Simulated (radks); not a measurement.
Results of a calculation; reference values are marked as such.
The krypton ion Kr+, configuration [Ar] 3d10 4s2 4p4.75 5s0.25 (fractional occupations, a model configuration). Code: a radial shooting solver on a logarithmic mesh with Libxc functionals. Model: Dirac Kohn-Sham, PBEsol, spin-unpolarised, spherical densities, point nucleus; open shells fill j = l - 1/2 first.

Normalised radial functions P(r) = r R(r) (large component), r in bohr:

```
   r/bohr * 4p3/2 (the largest magnitude, 0.815, reaches the edge; | marks zero)
 0.005234                             *
 0.008127                             *
  0.01262                             |*
  0.01959                             |*
  0.03042                             |  *
  0.04724                             |    *
  0.07335                             |      *
   0.1139                             |       *
   0.1782                             | *
   0.2768                     *       |
   0.4297                *            |
   0.6673                             *
    1.036                             |                  *
    1.609                             |                          *
    2.498                             |                *
    3.878                             |    *
    6.022                             |*
     9.35                             *
    14.52                             *
```

4p3/2: eigenvalue -20.457 eV, 2 radial nodes at r = 0.195, 0.674 bohr, <r> = 1.82 bohr, 90 % of the charge inside 2.75 bohr.
